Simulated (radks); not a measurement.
Results of a calculation; reference values are marked as such.
Task: Neutral molybdenum, [Kr] 4d5 5s1. Level of theory: non-relativistic Kohn-Sham, exchange-only B88, spin-polarised, spherical densities, point nucleus (a radial shooting solver on a logarithmic mesh with Libxc functionals). Every spin shell is full or empty, so the densities are truly spherical. Functionals are evaluated on that one density, not self-consistently. Rank these exchange functionals by their error against the exact value of the orbitals, and give that value: LDA, PBE, RPBE, SOGGA, TPSS, revTPSS, SCAN, r2SCAN, MS2, Tao-Mo.

Result: Exact: -119.752 hartree. From best to worst, with 100 (|E| - |E exact|)/|E exact| (equal figures are ties): r2SCAN -0.03, TPSS -0.16, RPBE -0.16, SCAN +0.25, PBE -0.39, MS2 -0.47, Tao-Mo -0.71, revTPSS -0.83, SOGGA -2.38, LDA -5.17.
